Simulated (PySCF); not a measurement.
Input file for PySCF: R-BP86/6-31G* on CH7GeN (SMILES [CH3][GeH2][NH2]), a point of a torsion scan.

```python
from pyscf import gto, scf, dft, mp
from pyscf.data.elements import chemcore

mol = gto.M(
    atom='''
    C     1.34559435    0.53637614   -0.03909107
    Ge   -0.14613382   -0.77779849   -0.05058393
    N    -1.24392684   -0.70238431    1.39497498
    H     2.30838179    0.03503143   -0.06607601
    H     1.28867177    1.19963049   -0.89694945
    H     1.31177392    1.14777522    0.85947047
    H     0.35950052   -2.19112620   -0.06397863
    H    -1.05809559   -0.57237182   -1.22509809
    H    -1.76664237    0.15525097    1.50917193
    H    -0.81984113   -0.92624111    2.28479308
    ''',
    basis='6-31g*',
    cart=True,
    charge=0, spin=0, verbose=3, max_memory=1800)
mf = dft.RKS(mol, xc='b88,p86')
mf.conv_tol = 1e-8
mf.max_cycle = 100
mf.kernel()
if not mf.converged:
    mf = mf.newton().run(mf.mo_coeff, mf.mo_occ)
```

Give the final energy of this run.

-2174.0532 hartree.
